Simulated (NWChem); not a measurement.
All runs are NWChem calculations. System: H2Be, charge 0, spin multiplicity 1, at a geometry optimised with PBE/def2-SVP. The structure started from a generated list of species. Level: EOM-CCSD/aug-cc-pVDZ, 1 core orbitals frozen.

Output (cleaned and shortened):

```
             Northwest Computational Chemistry Package (NWChem) 7.3.0
             --------------------------------------------------------

                                NWChem Input Module
                                -------------------

 Scaling coordinates for geometry "geometry" by  1.889725989
 (inverse scale =  0.529177249)

 Turning off AUTOSYM since
 SYMMETRY directive was detected!

                             Geometry "geometry" -> ""
                             -------------------------

 Output coordinates in angstroms (scale by  1.889725989 to convert to a.u.)

  No.       Tag          Charge          X              Y              Z
 ---- ---------------- ---------- -------------- -------------- --------------
    1 Be                   4.0000     0.00000000     0.00000000     0.00000000
    2 H                    1.0000     0.00000000     0.00000000     1.34424800
    3 H                    1.0000     0.00000000     0.00000000    -1.34424800

 Effective nuclear repulsion energy (a.u.)       3.3461136758

            Nuclear Dipole moment (a.u.)
            ----------------------------
        X                 Y               Z
 ---------------- ---------------- ----------------
     0.0000000000     0.0000000000     0.0000000000

      Symmetry information
      --------------------

 Group name             D2h
 Group number             26
 Group order               8
 No. of unique centers     2

      Symmetry unique atoms

     1    2


 Summary of "ao basis" -> "" (spherical)
 ------------------------------------------------------------------------------
       Tag                 Description            Shells   Functions and Types
 ---------------- ------------------------------  ------  ---------------------
 *                        aug-cc-pvdz                 on all atoms

 Summary of "ao basis" -> "ao basis" (spherical)
 ------------------------------------------------------------------------------
       Tag                 Description            Shells   Functions and Types
 ---------------- ------------------------------  ------  ---------------------
 Be                       aug-cc-pvdz                9       23   4s3p2d
 H                        aug-cc-pvdz                5        9   3s2p

                                 NWChem SCF Module
                                 -----------------

  ao basis        = "ao basis"
  functions       =    41
  atoms           =     3
[...]
   0.2552701724831   0.3945895247222   10.73733     0.0     0.0

 Iteration   2 using    2 trial vectors
   0.0906624376212   0.3382094321119    9.20315     0.0     0.0

 Iteration   3 using    3 trial vectors
   0.1754500720964   0.2668659322329    7.26179     0.0     0.0

 Iteration   4 using    4 trial vectors
   0.0444863947981   0.2390745420614    6.50555     0.0     0.0

 Iteration   5 using    5 trial vectors
   0.0199866986540   0.2379494887233    6.47494     0.0     0.0

 Iteration   6 using    6 trial vectors
   0.0070668340468   0.2374878934191    6.46238     0.0     0.0

 Iteration   7 using    7 trial vectors
   0.0021027764365   0.2373694083176    6.45915     0.0     0.0

 Iteration   8 using    8 trial vectors
   0.0004803342454   0.2373940001815    6.45982     0.0     0.0

 Iteration   9 using    9 trial vectors
   0.0002158100061   0.2374032155651    6.46007     0.0     0.0

 Iteration  10 using   10 trial vectors
   0.0000593545071   0.2373992988742    6.45997     0.0     0.0

 Iteration  11 using   11 trial vectors
   0.0000216821033   0.2373988231345    6.45995     0.0     0.0

 Iteration  12 using   12 trial vectors
   0.0000057068393   0.2373990900056    6.45996     0.0     0.0
 --------------------------------------------------------------
 Iterations converged
 ------------------

 Excited state root  1
 Excitation energy / hartree =        0.237399090005580
                   / eV      =        6.459960671921379
 largest EOMCCSD amplitudes: R1 and R2

 Singles contributions
     4b2u (alpha) ---     3b1u (alpha)       -0.3771169637
     9b2u (alpha) ---     3b1u (alpha)       -0.8221653799
    20b2u (alpha) ---     3b1u (alpha)        0.2155390247

 Doubles contributions
    12ag  (alpha)     9b2u (beta ) ---     3b1u (alpha)     2ag  (beta )       -0.1093108471
     9b2u (alpha)    12ag  (beta ) ---     2ag  (alpha)     3b1u (beta )       -0.1093108471

 =========================================
 Excited-state calculation ( b3u symmetry)
 =========================================
 Dim. of EOMCC iter. space      500

 EOMCCSD SOLVER TYPE  1
  maxdiff =   0.50590196979442037

 No. of initial right vectors    1

 EOM-CCSD right-hand side iterations
 --------------------------------------------------------------
      Residuum       Omega / hartree  Omega / eV    Cpu    Wall
 --------------------------------------------------------------

 Iteration   1 using    1 trial vectors
   0.2345656239473   0.4358594339715   11.86034     0.0     0.0

 Iteration   2 using    2 trial vectors
   0.0733629187597   0.3880911590918   10.56050     0.0     0.0

 Iteration   3 using    3 trial vectors
   0.1472805306459   0.3520985362274    9.58109     0.0     0.0

 Iteration   4 using    4 trial vectors
   0.0556664068508   0.3230109965562    8.78958     0.0     0.0

 Iteration   5 using    5 trial vectors
   0.0246761907878   0.3187765954301    8.67436     0.0     0.0

 Iteration   6 using    6 trial vectors
   0.0100994139673   0.3182863096369    8.66101     0.0     0.0

 Iteration   7 using    7 trial vectors
   0.0049989335717   0.3182321533332    8.65954     0.0     0.0

 Iteration   8 using    8 trial vectors
   0.0024330358710   0.3182222403077    8.65927     0.0     0.0

 Iteration   9 using    9 trial vectors
   0.0010780492151   0.3181956048934    8.65855     0.0     0.0

 Iteration  10 using   10 trial vectors
   0.0006098527901   0.3181853438899    8.65827     0.0     0.0

 Iteration  11 using   11 trial vectors
   0.0002175227674   0.3181906237211    8.65841     0.0     0.0

 Iteration  12 using   12 trial vectors
   0.0000733137798   0.3181907337100    8.65841     0.0     0.0

 Iteration  13 using   13 trial vectors
   0.0000316793014   0.3181896741000    8.65839     0.0     0.0

 Iteration  14 using   14 trial vectors
   0.0000108006849   0.3181898263338    8.65839     0.0     0.0

 Iteration  15 using   15 trial vectors
   0.0000031790473   0.3181900626288    8.65840     0.0     0.0
 --------------------------------------------------------------
 Iterations converged
 ------------------

 Excited state root  1
 Excitation energy / hartree =        0.318190062628786
                   / eV      =        8.658395829275690
 largest EOMCCSD amplitudes: R1 and R2

 Singles contributions
     5b3u (alpha) ---     2ag  (alpha)       -0.4421166007
     8b3u (alpha) ---     2ag  (alpha)       -0.8084177923
    19b3u (alpha) ---     2ag  (alpha)        0.1472270003

 Doubles contributions

 Task  times  cpu:        4.4s     wall:        4.4s

 Total times  cpu:        4.4s     wall:        4.4s
```

### Question
Write an NWChem input that would produce this output.

### Answer
Several could match; the one computed here: 
```
start mol
memory heap 100 mb stack 700 mb global 1900 mb
geometry units angstroms nocenter noautoz
  Be     0.000000     0.000000     0.000000
  H      0.000000     0.000000     1.344248
  H      0.000000     0.000000    -1.344248
  symmetry group D2h
end
basis spherical
  * library aug-cc-pvdz
end
scf
  rhf
  nopen 0
  maxiter 100
  thresh 1e-7
  semidirect memsize 60000000 filesize 0
end
tce
  freeze core 1
  ccsd
  nroots 1
  2eorb
  2emet 13
  thresh 1e-5
  maxiter 200
  tilesize 24
end
task tce energy
```
